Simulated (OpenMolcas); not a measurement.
## Exact exchange and the vertical energy of the triplet above the singlet of C2H4GaN

C2H4GaN has 8 atoms, charge 0, and is taken as a singlet. SMILES: `N=C=[CH][GaH2]`. The shape is that of a PBE0-D4/def2-TZVP optimisation.

The vertical energy of the triplet above the singlet y, in eV, basis def2-SVP; a is the functional's share of exact exchange. Programs: OpenMolcas 26.06.

| functional | program | a | y (eV) |
| --- | --- | --- | --- |
| PBE | OpenMolcas | 0 | 3.80 |
| TPSS | OpenMolcas | 0 | 3.79 |
| B3LYP | OpenMolcas | 0.2 | 3.91 |
| PBE0 | OpenMolcas | 0.25 | ? |
| BHLYP | OpenMolcas | 0.5 | 4.02 |

Fit y = c + s·a to the known rows and predict PBE0.


1. Means of the 4 rows: a = 0.1750, y = 3.880.
2. Σ(Δa)² = 0.1675, Σ(Δa·Δy) = 0.076, so the slope is 0.076/0.1675 = 0.45373.
3. Intercept: 3.880 − (0.45373) × 0.1750 = 3.801. The largest residual of the fit is 0.019.
4. PBE0: 3.801 + (0.45373) × 0.25 = 3.91 eV.

The run gave 3.91 eV, so the prediction is off by 0.00 eV: they agree to the digits shown.
